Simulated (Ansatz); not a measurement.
# Abstraction of F: GeF4 + AlHF → GeF3 + AlHF2

Species: GeF4 (tetrafluorogermane) `[F][Ge]([F])([F])[F]`, singlet; AlHF `[F][AlH]`, doublet; GeF3 `[F][Ge]([F])[F]`, doublet; AlHF2 `[F][AlH][F]`, singlet. A radical takes F: the energy is the difference in strength between the Ge–F bond broken and the Al–F bond made.

Shapes, held fixed at every level: PBE0-D4/def2-TZVP. Programs: Ansatz 0.2.0. The zero-point and thermal change to 298 K, harmonic and unscaled (PBE0-D4/def2-TZVP), is +2.2 kJ/mol.

Estimate ΔH(298 K) of this reaction.

The highest level, CCSD(T)/def2-TZVPP, gives ΔH(298 K) = -116.2 kJ/mol; the levels span -139.5 to -108.4. The column of differences is taken from that level and isn't an error. No measured value is set beside it here. Open shells run unrestricted unless RO is named. Relativity is left out for Ge unless named. Correlated rows may include outer-core shells of Ge, which these sets cover unevenly. Times are processor times on shared x86 and Arm servers, and rough.

```json
{"level": "HF/def2-TZVPP", "kind": "Hartree–Fock", "ΔH(298 K) (kJ/mol)": "-108.4", "less CCSD(T)/def2-TZVPP": "+7.8", "CPU time (sum over the molecules)": "–"}
{"level": "r2SCAN-D4/def2-TZVPP", "kind": "meta-GGA", "ΔH(298 K) (kJ/mol)": "-127.6", "less CCSD(T)/def2-TZVPP": "-11.4", "CPU time (sum over the molecules)": "23 s"}
{"level": "PBE0-D4/def2-TZVPP", "kind": "global hybrid", "ΔH(298 K) (kJ/mol)": "-122.7", "less CCSD(T)/def2-TZVPP": "-6.5", "CPU time (sum over the molecules)": "14 s"}
{"level": "r2SCAN0-D4/def2-TZVPP", "kind": "global hybrid", "ΔH(298 K) (kJ/mol)": "-122.2", "less CCSD(T)/def2-TZVPP": "-6.0", "CPU time (sum over the molecules)": "24 s"}
{"level": "wB97M-V/def2-TZVPP", "kind": "range-separated hybrid", "ΔH(298 K) (kJ/mol)": "-139.5", "less CCSD(T)/def2-TZVPP": "-23.3", "CPU time (sum over the molecules)": "48 s"}
{"level": "MP2/def2-TZVPP", "kind": "perturbation theory", "ΔH(298 K) (kJ/mol)": "-118.6", "less CCSD(T)/def2-TZVPP": "-2.4", "CPU time (sum over the molecules)": "–"}
{"level": "CCSD(T)/def2-SVP", "kind": "coupled cluster or CI", "ΔH(298 K) (kJ/mol)": "-114.5", "less CCSD(T)/def2-TZVPP": "+1.7", "CPU time (sum over the molecules)": "21 s"}
{"level": "CCSD(T)/def2-TZVPP", "kind": "coupled cluster or CI", "ΔH(298 K) (kJ/mol)": "-116.2", "less CCSD(T)/def2-TZVPP": "0.0", "CPU time (sum over the molecules)": "2 min"}
```
